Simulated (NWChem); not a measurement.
System: SiHSCl, singlet; SMILES S[Si]Cl

```xyz
4

Si     0.9697     0.0396     0.0000
Cl    -0.4316     1.6010     0.0000
S     -0.4349    -1.5853     0.0000
H      0.5373    -2.5274     0.0000
```
Atoms are numbered in this order, from 1.

Low-valent species are run as closed-shell singlets; no triplet was tried in these runs. Structure relaxed at the PBE0/def2-SVP level.

 Unshifted, non-relativistic core excitations; the lowest 4 roots alone, so stronger bands may lie above.

List the first Si K-edge excitations from BHandHLYP/6-311G** (spherical d), restricted-window TDA (NWChem).


```csv
state,energy (eV),dipole oscillator strength,leading excitation (squared amplitude)
S1,1820.6,0.0105,1s of atom 1 or its equivalents → LUMO (0.94)
S2,1823.8,0.0082,1s of atom 1 or its equivalents → LUMO+1 (0.83)
S3,1824.8,0.0060,1s of atom 1 or its equivalents → LUMO+2 (0.63)
S4,1827.3,0.0002,1s of atom 1 or its equivalents → LUMO+3 (0.68)
```
